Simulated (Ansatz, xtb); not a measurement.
# C3H8O2Si: which of two isomers lies lower

We compare a, `C[Si](C)(O)C=O`, a singlet, with b, `C[Si@@H](O)CC=O`, a singlet. Both are isolated molecules in the gas phase, relaxed with B3LYP/def2-SVP, each in the lowest conformer that the search found.

**Question.** Estimate E(b) − E(a) at the level CCSD(T)/def2-SVP + ΔMP2/def2-TZVPP.

**Answer.** Calculated at CCSD(T)/def2-SVP + ΔMP2/def2-TZVPP: E(b) − E(a) = −7.56 kJ/mol, so structure b lies lower.

Level by level:

```tsv
level	geometry	E(b) − E(a) (kJ/mol)	departure from the last row (kJ/mol)	job, with rough time for the two
GFN2-xTB	GFN2-xTB	−83.63	−76.07	optimisation, 0.23 s
HF/STO-3G	GFN2-xTB	+35.75	+43.31	single point, 0.38 s
r2SCAN-D4/def2-SVP	GFN2-xTB	−17.17	−9.61	single point, 3 s
B3LYP/def2-SVP	B3LYP/def2-SVP	−14.01	−6.45	optimisation, 58 s
HF/def2-SVP	B3LYP/def2-SVP	−16.78	−9.22	part of the CCSD(T) run
MP2/def2-SVP	B3LYP/def2-SVP	−17.89	−10.32	part of the CCSD(T) run
CCSD(T)/def2-SVP	B3LYP/def2-SVP	−16.39	−8.83	single point
CCSD(T)/def2-SVP + ΔMP2/def2-TZVPP	B3LYP/def2-SVP	−7.56		single point, 38 s
```

As drawn, b has 1 C–C, 1 Si–H in place of 1 C–Si, 1 C–H.

HF/STO-3G puts the two in the other order. The largest departure from CCSD(T)/def2-SVP + ΔMP2/def2-TZVPP is that of GFN2-xTB, 76.07 kJ/mol. The last row adds to CCSD(T) the change of the MP2 difference between the two basis sets, here +8.83 kJ/mol.

With thermal terms from frequencies at re-optimised GFN2-xTB minima (ideal gas, soft modes damped towards free rotors, one conformer each, 298.15 K, 1 atm): the zero-point term adds −0.83 kJ/mol; ΔH is −11.41 and ΔG −4.15 kJ/mol.

The correlated steps freeze 10 core orbitals. Mirror images aren't counted in ΔG. Programs: Ansatz 0.2.0, xtb 6.7.1; the last row on 2 threads of Intel(R) Xeon(R) 6975P-C (Granite Rapids) on a shared host.
